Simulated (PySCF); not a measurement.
## Indirect couplings

Bonds (- single, = double, # triple, : aromatic): C1#C2, C2-C3, C3:C4, C4:C5, C5:C6, C6:C7, C7-C8, C8=O9, C8-O10, O10-C11, C7:C12, C12:C3. C1 carries H13; C4 carries H14; C5 carries H15; C6 carries H16; C11 carries H17, H18, H19; C12 carries H20.

Couplings: B3LYP/pcJ-1 (without the spin–dipole term) in PySCF, geometry PBE0-D3(BJ)/def2-SVP; gas phase, one conformer, non-relativistic. Couplings are averaged over pairs made equivalent by symmetry, fast rotation or ring inversion, so a value needn't be that of the named pair in this geometry, while other rotamers aren't included; one pair stands for each set, and the list holds a selection of those of at least 0.8 Hz over up to four bonds, among pairs with at least one H atom (others weren't computed).

Isotopes: ¹³C, ¹H.

```csv
pair,bonds,J (Hz)
"C1, H13",1,275.9
"C4, H14",1,171.1
"C5, H15",1,169.9
"C6, H16",1,174.5
"C11, H17",1,?
"C12, H20",1,?
"C4, H15",2,2.4
"C5, H14",2,?
"C5, H16",2,1.9
"C6, H15",2,?
"C2, H14",3,6.0
"C2, H20",3,6.4
"C3, H13",3,?
"C4, H20",3,6.8
"C7, H15",3,8.1
"C8, H16",3,4.6
"C8, H17",3,4.3
"C8, H20",3,?
"C12, H16",3,6.4
"H15, H16",3,?
"C4, H13",4,-2.6
"C5, H20",4,-1.0
"C12, H13",4,-2.6
"C12, H15",4,-1.5
"H14, H20",4,1.5
"H16, H20",4,?
```

Estimate the withheld couplings, with signs.

## Answers


- ¹J(C11,H17) = 152.3 Hz (bond length 1.100 Å, sp3 carbon)
- ¹J(C12,H20) = 175.4 Hz (bond length 1.090 Å, sp2 carbon)
- ²J(C5,H14) = 1.6 Hz (angle at C4 121°)
- ²J(C6,H15) = 2.0 Hz (angle at C5 120°)
- ³J(C3,H13) = 4.7 Hz
- ³J(C8,H20) = 4.7 Hz (dihedral angle 0°)
- ³J(H15,H16) = 8.9 Hz (dihedral angle 0°)
- ⁴J(H16,H20) = 1.4 Hz
